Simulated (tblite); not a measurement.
A geometry optimisation, step by step.

C₅H₁₂B₂O.
Numbering: `[BH2:1]/[CH:2]=[CH:3]/[O:4][CH2:5][C@H:6]([BH2:7])[CH3:8]` (hydrogens: H9, H10 on B1; H11 on C2; H12 on C3; H13, H14 on C5; H15 on C6; H16, H17 on B7; H18, H19, H20 on C8)

Computed with GFN2-xTB (tblite), gas phase: L-BFGS steps from a force-field or distance-geometry start until the largest atomic force falls under 0.01 eV/Å. 6 of its 162 geometries are shown.

Step 0: E = -632.7485 eV, largest atomic force 2.341 eV/Å
```
atom  x, y, z in Å  |  force x, y, z in eV/Å
B1      4.144   -0.353    0.226   -0.965   1.053  -1.855
C2      2.578   -0.588    0.296    1.486  -0.812   1.570
C3      1.827   -0.123   -0.663   -1.284   0.954  -0.570
O4      0.441   -0.264   -0.711    0.970  -0.710  -0.692
C5     -0.468    0.723   -0.272    1.000  -0.020   0.132
C6     -1.864    0.137   -0.494    0.216   1.542   0.467
B7     -2.925    1.229   -0.032   -0.902  -0.412  -1.327
C8     -1.965   -1.149    0.271   -0.684  -1.657   0.732
H9      4.667   -0.915   -0.687    0.236  -0.144   0.861
H10     4.442    0.802    0.357    0.288  -0.788   0.594
H11     2.140   -1.133    1.128   -0.152   0.109  -0.076
H12     2.346    0.414   -1.464   -0.661   0.047  -0.137
H13    -0.307    1.661   -0.819   -0.075   0.023  -0.030
H14    -0.262    0.909    0.808   -0.318   0.059  -0.324
H15    -2.016   -0.056   -1.569    0.246   0.125   0.239
H16    -4.045    0.841    0.077    0.422   0.266   0.370
H17    -2.724    2.364   -0.243    0.066  -0.073   0.395
H18    -0.990   -1.650    0.430   -0.514   0.450  -0.166
H19    -2.440   -0.983    1.275    0.409  -0.318  -0.892
H20    -2.582   -1.856   -0.326    0.211   0.308   0.710
```

Step 32: E = -633.6634 eV, largest atomic force 0.179 eV/Å
```
atom  x, y, z in Å  |  force x, y, z in eV/Å
B1      4.269   -0.254    0.113   -0.070   0.025  -0.029
C2      2.742   -0.452    0.027   -0.022   0.028   0.063
C3      1.774    0.030   -0.739   -0.001   0.017   0.042
O4      0.466   -0.373   -0.624   -0.006  -0.094   0.152
C5     -0.456    0.643   -0.260   -0.046  -0.007  -0.027
C6     -1.889    0.126   -0.452   -0.105   0.005   0.013
B7     -2.993    1.218   -0.192   -0.040   0.044  -0.004
C8     -2.108   -1.184    0.323    0.001  -0.029   0.029
H9      4.999   -1.061   -0.323   -0.046   0.031  -0.006
H10     4.700    0.649    0.721    0.011  -0.001  -0.049
H11     2.411   -1.138    0.809   -0.027  -0.086  -0.068
H12     1.952    0.737   -1.546    0.074   0.092   0.014
H13    -0.305    1.536   -0.880    0.074   0.020  -0.035
H14    -0.295    0.929    0.791    0.026  -0.048  -0.033
H15    -1.973   -0.129   -1.519    0.020  -0.001  -0.024
H16    -4.094    0.899    0.047    0.085  -0.018  -0.047
H17    -2.722    2.356   -0.243   -0.015  -0.025  -0.014
H18    -1.213   -1.797    0.257   -0.039  -0.018   0.023
H19    -2.326   -0.979    1.370    0.094  -0.020  -0.015
H20    -2.944   -1.746   -0.091    0.031   0.087   0.015
```

Step 64: E = -634.0969 eV, largest atomic force 0.143 eV/Å
```
atom  x, y, z in Å  |  force x, y, z in eV/Å
B1      4.268   -0.242   -0.029    0.071   0.008   0.009
C2      2.834   -0.746   -0.095   -0.018   0.100  -0.101
C3      1.776    0.084   -0.133   -0.010   0.044  -0.045
O4      0.508   -0.331   -0.251   -0.046  -0.059  -0.020
C5     -0.489    0.682   -0.250    0.040  -0.036   0.025
C6     -1.881    0.085   -0.485   -0.007   0.036   0.049
B7     -3.016    1.184   -0.455   -0.016  -0.019  -0.013
C8     -2.117   -1.144    0.416   -0.050   0.036  -0.014
H9      5.167   -0.988   -0.108   -0.028  -0.041   0.021
H10     4.498    0.903    0.087   -0.084  -0.017  -0.010
H11     2.598   -1.798   -0.170    0.004  -0.105   0.045
H12     1.914    1.161   -0.099    0.042   0.042   0.063
H13    -0.258    1.411   -1.038   -0.041   0.037   0.026
H14    -0.469    1.204    0.719    0.007  -0.048  -0.018
H15    -1.901   -0.297   -1.518    0.005   0.053   0.004
H16    -4.140    0.870   -0.408    0.046  -0.065   0.011
H17    -2.753    2.322   -0.523    0.044  -0.045  -0.009
H18    -1.654   -2.031   -0.007    0.091   0.031   0.054
H19    -1.709   -0.989    1.413    0.027   0.097  -0.048
H20    -3.181   -1.331    0.521   -0.076  -0.048  -0.029
```

Step 97: E = -634.1655 eV, largest atomic force 0.044 eV/Å
```
atom  x, y, z in Å  |  force x, y, z in eV/Å
B1      4.256   -0.300   -0.029   -0.028   0.020   0.012
C2      2.819   -0.757   -0.234   -0.008   0.014  -0.029
C3      1.781    0.098   -0.250    0.008   0.022  -0.003
O4      0.507   -0.288   -0.398    0.021   0.004  -0.001
C5     -0.488    0.709   -0.210    0.015  -0.018   0.000
C6     -1.873    0.112   -0.468   -0.002  -0.003  -0.008
B7     -3.041    1.166   -0.446   -0.009   0.009   0.026
C8     -2.092   -1.107    0.442   -0.009   0.011   0.006
H9      5.107   -1.091    0.108    0.027   0.010  -0.032
H10     4.504    0.846    0.014   -0.003  -0.042   0.013
H11     2.565   -1.803   -0.350   -0.018  -0.029   0.014
H12     1.943    1.167   -0.131   -0.003   0.014   0.017
H13    -0.302    1.548   -0.893    0.006   0.014   0.010
H14    -0.431    1.080    0.822    0.001   0.015   0.002
H15    -1.863   -0.263   -1.504    0.004  -0.026   0.012
H16    -4.141    0.796   -0.324   -0.005   0.001  -0.021
H17    -2.820    2.308   -0.567    0.005  -0.015  -0.018
H18    -1.302   -1.838    0.295    0.000   0.008  -0.003
H19    -2.085   -0.798    1.485   -0.009  -0.003   0.007
H20    -3.050   -1.574    0.228    0.005  -0.006  -0.006
```

Step 129: E = -634.1788 eV, largest atomic force 0.032 eV/Å
```
atom  x, y, z in Å  |  force x, y, z in eV/Å
B1      4.268   -0.335   -0.103   -0.008  -0.004   0.008
C2      2.814   -0.740   -0.286   -0.002   0.015  -0.028
C3      1.786    0.118   -0.152    0.013   0.007   0.001
O4      0.512   -0.249   -0.338    0.001  -0.020  -0.005
C5     -0.495    0.734   -0.144    0.006  -0.010  -0.006
C6     -1.858    0.107   -0.445   -0.003  -0.017  -0.001
B7     -3.046    1.129   -0.560    0.006   0.006  -0.001
C8     -2.106   -1.072    0.506   -0.005  -0.019   0.006
H9      5.120   -1.128   -0.230    0.001   0.008   0.000
H10     4.538    0.773    0.164   -0.005   0.009   0.008
H11     2.537   -1.754   -0.552   -0.008  -0.005   0.009
H12     1.951    1.160    0.114    0.010  -0.008   0.002
H13    -0.309    1.584   -0.812    0.006   0.022   0.002
H14    -0.467    1.092    0.893    0.017  -0.004   0.004
H15    -1.776   -0.326   -1.455    0.002   0.009  -0.021
H16    -4.143    0.737   -0.504   -0.003   0.009  -0.005
H17    -2.834    2.264   -0.733   -0.019   0.017  -0.008
H18    -1.263   -1.757    0.478    0.000  -0.019   0.020
H19    -2.229   -0.715    1.526   -0.001  -0.002   0.006
H20    -3.004   -1.611    0.218   -0.008   0.006   0.010
```

Step 161: E = -634.1817 eV, largest atomic force 0.009 eV/Å
```
atom  x, y, z in Å  |  force x, y, z in eV/Å
B1      4.271   -0.320   -0.103   -0.005   0.000  -0.001
C2      2.827   -0.728   -0.347   -0.001  -0.009   0.000
C3      1.789    0.105   -0.154   -0.003   0.001   0.001
O4      0.518   -0.256   -0.373    0.004  -0.002   0.001
C5     -0.490    0.715   -0.128    0.000   0.000  -0.002
C6     -1.856    0.096   -0.432    0.000   0.004  -0.004
B7     -3.032    1.125   -0.605    0.001   0.001   0.004
C8     -2.131   -1.057    0.543    0.000   0.002  -0.002
H9      5.140   -1.084   -0.278   -0.001   0.002  -0.001
H10     4.515    0.767    0.261   -0.001   0.002   0.004
H11     2.564   -1.722   -0.690    0.005   0.003  -0.002
H12     1.945    1.124    0.193   -0.001   0.002   0.000
H13    -0.314    1.592   -0.764    0.003  -0.003  -0.001
H14    -0.446    1.034    0.922    0.002   0.002  -0.002
H15    -1.763   -0.356   -1.433    0.001  -0.001   0.000
H16    -4.134    0.743   -0.565    0.000   0.001   0.005
H17    -2.812    2.253   -0.817   -0.002  -0.001  -0.002
H18    -1.307   -1.767    0.531   -0.001   0.000   0.004
H19    -2.243   -0.675    1.556   -0.002  -0.003  -0.003
H20    -3.045   -1.578    0.271    0.002  -0.001   0.001
```

**Question.** Summarise the path.

**Answer.** The energy falls by 138.28 kJ/mol from step 0 to step 161; nine tenths of that is first reached at step 55. It falls at every step. The largest force goes from 2.341 to 0.009 eV/Å. Among the bonds B1–C2 changes most, from 1.585 to 1.521 Å; the atoms move by 0.748 Å rms after alignment.

The cost below is that of the whole relaxation. Hardware: Arm Neoverse N1, one thread, on a shared host. Cost: 1.8 s.
